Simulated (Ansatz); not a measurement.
Molecule: C2H6Cl3GeN, net charge 0, singlet state. SMILES: C[N](C)[Ge]([Cl])([Cl])[Cl]
Coordinates optimised at B3LYP-D3(BJ)/def2-TZVP (Ansatz, a first-principles code):
```xyz
13

C     -2.5512     0.5739     0.3041
N     -1.5760    -0.4086    -0.1566
C     -1.9292    -1.7812     0.1893
Ge     0.1767     0.0497    -0.0624
Cl     0.4540     1.9805    -0.9523
Cl     0.9519     0.1560     1.9575
Cl     1.3478    -1.4038    -1.1173
H     -2.6825     0.5604     1.3938
H     -3.5175     0.3548    -0.1579
H     -2.2552     1.5769     0.0006
H     -2.0239    -1.9333     1.2722
H     -1.1849    -2.4758    -0.1969
H     -2.8888    -2.0257    -0.2739
```
Charge 0, spin multiplicity 1.

Wanted: vertical triplet-singlet gap (E(triplet) - E(singlet); each state is the SCF solution reached for its spin), in kJ/mol. Valence correlation only, unless marked. UHF or UKS for open shells. No spin-orbit coupling. The frozen core is the preceding noble-gas configuration, with the filled d and f shells of earlier blocks. No relativistic terms. 

```json
[
 {"level": "HF/def2-QZVPPD", "program": "Ansatz", "vertical triplet-singlet gap (kJ/mol)": "460.8"},
 {"level": "B3LYP/def2-TZVPD", "program": "Ansatz", "vertical triplet-singlet gap (kJ/mol)": "418.1"},
 {"level": "PBE0/def2-TZVPD", "program": "Ansatz", "vertical triplet-singlet gap (kJ/mol)": "426.1"},
 {"level": "wB97M-V/def2-TZVPD", "program": "Ansatz", "vertical triplet-singlet gap (kJ/mol)": "457.9"},
 {"level": "RI-MP2/def2-TZVPPD", "program": "Ansatz", "vertical triplet-singlet gap (kJ/mol)": "514.5"},
 {"level": "SCS-MP2/def2-SVPD", "program": "Ansatz", "vertical triplet-singlet gap (kJ/mol)": "527.1"}
]
```
